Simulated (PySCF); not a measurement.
The dipole of `C[S@@](=O)CCC#N` from its density and from atomic charges.

Coordinates (GFN2-xTB, Å) and charges (e) from the PBE0/pcSseg-1 density (PySCF):

```
atom       x       y       z  Mulliken      IAO  Hirshfeld  ESP-fitted
  C1   2.099   0.145   0.288   -0.4098  -0.5813    -0.1298     -0.5675
  S2   1.116  -0.556  -1.112   +0.6088  +1.0917    +0.3517     +0.3055
  O3   0.788  -1.925  -0.713   -0.6110  -0.8957    -0.3456     -0.4106
  C4  -0.446   0.421  -0.770   -0.3897  -0.4006    -0.0741     -0.3440
  C5  -1.169  -0.173   0.429   -0.2138  -0.3087    -0.0480     +0.1826
  C6  -2.571   0.151   0.403   +0.0582  +0.1440    +0.0863     +0.2367
  N7  -3.679   0.431   0.370   -0.2414  -0.2496    -0.2313     -0.4446
  H8   3.078  -0.320   0.252   +0.1673  +0.1752    +0.0581     +0.2326
  H9   2.192   1.216   0.149   +0.1400  +0.1595    +0.0513     +0.1888
 H10   1.624  -0.093   1.233   +0.1583  +0.1596    +0.0533     +0.1928
 H11  -1.050   0.316  -1.672   +0.1864  +0.1712    +0.0541     +0.1778
 H12  -0.178   1.466  -0.639   +0.1623  +0.1584    +0.0511     +0.1481
 H13  -0.749   0.188   1.373   +0.1750  +0.1751    +0.0650     +0.0439
 H14  -1.053  -1.265   0.387   +0.2095  +0.2014    +0.0573     +0.0579
```

Form Σ q r in debye for every column and set it beside the full dipole.

The full density gives (4.39, 2.60, 0.38) D, 5.12 D in size; dipole vectors point from the negative to the positive end.

```csv
scheme,μx,μy,μz,size (D),share of the full size (%),angle to the full dipole (°)
Mulliken,4.82,3.47,-0.25,5.94,116,8
IAO,4.69,4.89,-1.95,7.05,138,25
Hirshfeld,3.69,1.98,-0.58,4.23,83,12
ESP-fitted,4.46,2.65,0.38,5.20,102,0
```

Which set comes closest?

Length of the difference vector: ESP-fitted 0.09 D, Mulliken 1.16 D, Hirshfeld 1.34 D, IAO 3.28 D. Closest: ESP-fitted. ESP charges are fitted to the potential around the molecule, whose slowest-falling term is the dipole's. 

What is left for the Hirshfeld atoms' own dipoles?

The Hirshfeld atoms' densities add up to the full density, so μ = Σ q r + Σ (atomic dipoles). The atomic dipoles sum to (4.39, 2.60, 0.38) − (3.69, 1.98, -0.58) = (0.70, 0.62, 0.96) D, 1.34 D in size.

With the origin at the mean of the coordinates, (0.000, 0.000, -0.002) Å, which are the largest single terms, by size, of the ESP-fitted dipole along the direction of the full one?

N7 +6.21, C1 -5.17, H8 +2.79, C6 -2.39, H9 +2.28 D; all 14 atoms together +5.20 D. The single terms depend on the origin, their sum doesn't.

Give the size of the full dipole in other units.

5.12 D = 2.014 au = 1.066 e·Å = 17.07 × 10⁻³⁰ C·m.

One conformer (not necessarily the lowest) at the GFN2-xTB geometry, without solvent, vibrations or thermal averaging.

Conformer computed: `[CH3:1][S@@:2](=[O:3])[CH2:4][CH2:5][C:6]#[N:7]`: C1–S2–C4–C5 -76°, S2–C4–C5–C6 -156°.
